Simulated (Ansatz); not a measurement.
Reaction R1 → 2 P1 + P2, each structure at its B3LYP-D3(BJ)/def2-TZVP stationary point, reached from a drawn start (curvature not checked).
R1, SO2 (SMILES O=[S+][O-]) (charge 0, multiplicity 1):
```xyz
3

S      0.0000     0.0000     0.4878
O      0.0000     1.2386    -0.2438
O      0.0000    -1.2386    -0.2438
```
P1: O atom, charge 0, multiplicity 3.
P2: S atom, charge 0, multiplicity 3.

P less R. No zero-point or thermal terms; singlets are restricted closed shells; open shells are unrestricted; no spin–orbit coupling.

Cores are frozen in the correlated methods.

The values were computed with Ansatz (Gaussian orbitals). No computed number here is a measurement.

Total energies in hartree:

| structure | PBE/def2-TZVPP | CCSD(T)/cc-pV(Q+d)Z |
|---|---|---|
| R1 | -548.401317 | -548.055511 |
| P1 | -75.009672 | -74.993565 |
| P2 | -397.938368 | -397.667852 |

Question: Work out the reaction energy at each level in eV (1 hartree = 27.21139 eV), and say how far PBE/def2-TZVPP lies from CCSD(T)/cc-pV(Q+d)Z.

Answer: 
- PBE/def2-TZVPP: 2 × (-75.009672) + (-397.938368) − (-548.401317) = 0.443605 hartree = 12.071 eV
- CCSD(T)/cc-pV(Q+d)Z: 2 × (-74.993565) + (-397.667852) − (-548.055511) = 0.400529 hartree = 10.899 eV
PBE/def2-TZVPP less CCSD(T)/cc-pV(Q+d)Z: 1.172 eV. CCSD(T)/cc-pV(Q+d)Z is the level counted from, the highest shown, and no exact or measured value.

Ansatz is a first-principles code.
